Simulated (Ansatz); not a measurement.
CH₇BSSi, SMILES `CB([SiH3])S`. Total charge 0; spin multiplicity 1. All single points use the PBE0-D4/def2-TZVP geometry. It is one conformer, not always the lowest.

```xyz
11

C    -0.807    1.010    0.734
B    -0.222   -0.329    0.177
Si    1.311   -0.342   -1.142
S    -0.830   -1.932    0.637
H    -1.143    1.646   -0.093
H    -0.016    1.583    1.233
H    -1.637    0.891    1.434
H     1.726   -1.712   -1.550
H     2.496    0.345   -0.552
H     0.931    0.413   -2.371
H    -1.809   -1.573    1.492
```

**Question.** What is the dipole moment at ωB97M-V/def2-TZVPP? (An estimate is asked.)

**Answer.** Ansatz gave: 1.77 D, with components (-1.18, 0.78, 1.05) D in this frame, pointing from negative to positive charge.

**Question.** And with PBE, r2SCAN, B3LYP? (Best estimate.)

**Answer.** Computed: PBE 1.78 D, r2SCAN 1.81 D, B3LYP 1.75 D.

**Question.** Give the Mulliken charges with ωB97M-V, PBE, B3LYP in def2-TZVPP. (Best estimate.)

**Answer.** The calculation gave: 
```json
{"atom": "C1", "ωB97M-V": "-0.33", "PBE": "-0.30", "B3LYP": "-0.29"}
{"atom": "B2", "ωB97M-V": "0.08", "PBE": "0.14", "B3LYP": "0.15"}
{"atom": "Si3", "ωB97M-V": "0.01", "PBE": "0.04", "B3LYP": "0.10"}
{"atom": "S4", "ωB97M-V": "-0.11", "PBE": "-0.12", "B3LYP": "-0.13"}
{"atom": "H5", "ωB97M-V": "0.12", "PBE": "0.12", "B3LYP": "0.11"}
{"atom": "H6", "ωB97M-V": "0.12", "PBE": "0.12", "B3LYP": "0.11"}
{"atom": "H7", "ωB97M-V": "0.09", "PBE": "0.08", "B3LYP": "0.08"}
{"atom": "H8", "ωB97M-V": "-0.03", "PBE": "-0.06", "B3LYP": "-0.07"}
{"atom": "H9", "ωB97M-V": "-0.03", "PBE": "-0.06", "B3LYP": "-0.07"}
{"atom": "H10", "ωB97M-V": "-0.03", "PBE": "-0.06", "B3LYP": "-0.07"}
{"atom": "H11", "ωB97M-V": "0.10", "PBE": "0.10", "B3LYP": "0.09"}
```

B3LYP here is the variant with VWN-RPA as its local correlation; programs differ in this.
